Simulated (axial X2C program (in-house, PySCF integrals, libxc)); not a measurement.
**HoF⁻: a free-ion multiplet in an axial field**

Calculated with an axial X2C code built on PySCF integrals: two-component X2C with atomic mean-field Coulomb and Gaunt terms, basis Ho dyall-v3z, F dyall-av3z (cores contracted in-house). Orbitals come from Hartree–Fock averaged over the configuration Ho f11 s2; CI then distributes these electrons over the f, s shells of Ho.

R = 2.146 Å.

Task: Which level do Hund's rules give for f11, how many Ω levels does it split into, and what is its Landé factor?

Result: S = 3/2, L = 6, J = 15/2 (4I15/2). It gives Ω = 1/2 to 15/2, 8 levels. gJ = 3/2 + [S(S+1) − L(L+1)]/[2J(J+1)] = 1.200, so g∥ = 2gJΩ.

The computed levels compare thus:

```
   Ω  energy (cm⁻¹)  g∥ computed   2gJΩ
 1/2              0         1.20   1.20
 3/2             21         3.61   3.60
 5/2             59         6.01   6.00
 7/2            110         8.41   8.40
 9/2            171        10.81  10.80
11/2            252        13.21  13.20
13/2            376        15.61  15.60
15/2            603        17.97  18.00
```

The 8 lowest levels are just these Ω; they span 603 cm⁻¹, the lowest has Ω = 1/2, and the next level lies at 5153 cm⁻¹. Departures of g∥ from 2gJΩ come from intermediate coupling and from mixing with the higher-lying level J − 1 of the term. The computed g∥ is the magnitude of 2⟨Lz + ge Sz⟩.

Dynamic correlation is missing, so gaps between terms are too wide and other configurations may lie lower; the lowest level listed is that of this model, not necessarily the ground state. At most 4 roots were kept for each Ω > 0 (twice that for Ω = 0) within 2.2 eV of the lowest, so higher up levels can be missing between those listed; levels with Ω > 0 are doubly degenerate and listed once, Ω = 0 levels singly. For an anion, levels above electron detachment are held by the basis set.
